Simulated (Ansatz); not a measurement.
`F[Si]1(S)CC1` → 2 C• + F• + 5 H• + S• + Si•  (atomization)

Calculated with Ansatz (gas phase, PBE0-D4/def2-TZVP geometries, no zero-point term in ΔE). CCSD(T)/CBS adds triple-zeta CCSD(T) − MP2 to the extrapolated MP2 energy (def2 sets, frozen cores). This one scheme is used for every species, atoms too. Functionals use def2-TZVPP. No spin–orbit coupling; open shells (•) take unrestricted orbitals. Spin–orbit coupling would lower the free atoms: a little for C, F, S, Si. Each species was taken in one conformer, which may not be the lowest.

CCSD(T)/CBS gives +905.8 kcal/mol.

(1) Another level gave +900.8 kcal/mol. Which?
A. BLYP/def2-TZVPP
B. CCSD/def2-TZVPP
C. revPBE-D4/def2-TZVPP
D. MP2/def2-TZVPP

Largest T1 diagnostic among the species: 0.012.

Results:

(1) C. revPBE-D4 900.8, CCSD/def2-TZVPP 866.3, MP2/def2-TZVPP 899.4, BLYP 886.3 kcal/mol.

From BLYP to BHLYP (50 % exact exchange), in def2-TZVPP and without D4, ΔE moves by −16.6 kcal/mol: exact exchange takes away binding that semilocal exchange gives to molecules. Leaving LDA and LC-ωPBE aside and taking each functional with its dispersion term where it has one, the values, not all of them listed here, spread over 46.7 kcal/mol, from BHLYP-D4 to PBE-D4. LDA lies +120.0 kcal/mol from PBE without D4, its usual overbinding.

For atomizations the MP2-based limit and the directly extrapolated one differ by several kJ/mol either way, and by 10 to 25 for some Ge, Se and Sn compounds, so smaller differences from it don't rank the levels.
